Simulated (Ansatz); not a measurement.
**Which is lower?**

The two ends of one reaction step of GeSiH₅F, closed shell (PBE0-D4/def2-TZVP).

A:

Si1  (0.075, 0.017, 1.431)
Ge2  (-0.560, 0.474, -1.863)
F3  (0.521, -0.563, -0.027)
H4  (-0.803, -0.983, -2.447)
H5  (0.868, 0.578, -2.551)
H6  (-1.377, -0.215, 1.576)
H7  (0.418, 1.453, 1.463)
H8  (0.857, -0.759, 2.418)
(Å)

B:

| atom | x (Å) | y (Å) | z (Å) |
| --- | --- | --- | --- |
| Si1 | -0.1236 | 0.3573 | 1.1705 |
| Ge2 | 0.0966 | -0.2394 | -1.1279 |
| F3 | 0.4661 | -1.9508 | -1.1654 |
| H4 | -1.1959 | -0.0821 | -1.9487 |
| H5 | 1.2696 | 0.4479 | -1.8496 |
| H6 | -1.2245 | -0.4263 | 1.7851 |
| H7 | -0.4395 | 1.8079 | 1.2554 |
| H8 | 1.1514 | 0.0856 | 1.8806 |

Computed with Ansatz 0.2.0 (basis: def2-TZVPP); correlated methods freeze the cores. Filled d shells of the heavier atoms are correlated. The def2 sets are not built for correlating such inner shells, so the correlated values are less sure here. B3LYP uses VWN-RPA correlation.

Task: Which structure is lower at CCSD(T), and by how much? (Judge from chemistry; the value comes from the calculation.)

Result: By the calculation: B, by 21.26 kcal/mol (electronic energy, against the other). By their contacts, A is a complex of SiH₃F ([F][SiH3]) + GeH₂ and B is GeSiH₅F ([F][GeH2][SiH3]).

All methods give the same order:

```csv
method,E(B) − E(A) (kcal/mol)
SPW92,-24.75
PBE-D4,-22.10
BLYP-D4,-15.24
r2SCAN-D4,-22.87
B97M-V,-21.75
PBE0-D4,-23.30
B3LYP-D4,-16.87
r2SCAN0-D4,-22.96
BHLYP-D4,-17.73
CAM-B3LYP-D4,-18.22
wB97X-V,-22.11
wB97M-V,-17.43
B2PLYP,-19.15
PBE-QIDH,-24.70
RPA on PBE,-19.03
HF,-17.02
MP2,-22.72
CCSD,-20.56
CCSD(T),-21.26
```

T1 diagnostic: at most 0.013.

Labels in which every atom is bracketed show which atoms are joined, not bond orders.

For scale, one of the runs: CCSD(T)/def2-TZVPP, 191 basis functions (an equivalent command: `ansatz run in.yaml --threads 4`). Hardware: 4 CPU threads, shared host. Wall time 41 s; peak host memory 2 GiB.
